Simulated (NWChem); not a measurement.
System: C2H7Bi; SMILES [CH3][BiH][CH3]

def2 effective core potentials on Bi; no spin-orbit coupling.

**Question.** Give the equilibrium geometry at PBE0/def2-SVP with def2 effective core potentials on Bi (NWChem) as an XYZ file, with the point group.

**Answer.** point group Cs; any orientation.
```
10

Bi    -0.2723     0.0051     0.0000
H     -0.3740    -1.7949     0.0000
C      1.2889     0.0077    -1.6580
H      0.8113    -0.2746    -2.6065
H      1.7048     1.0209    -1.7481
H      2.0897    -0.7040    -1.4187
C      1.2889     0.0077     1.6580
H      0.8113    -0.2746     2.6065
H      2.0897    -0.7040     1.4187
H      1.7048     1.0209     1.7481
```
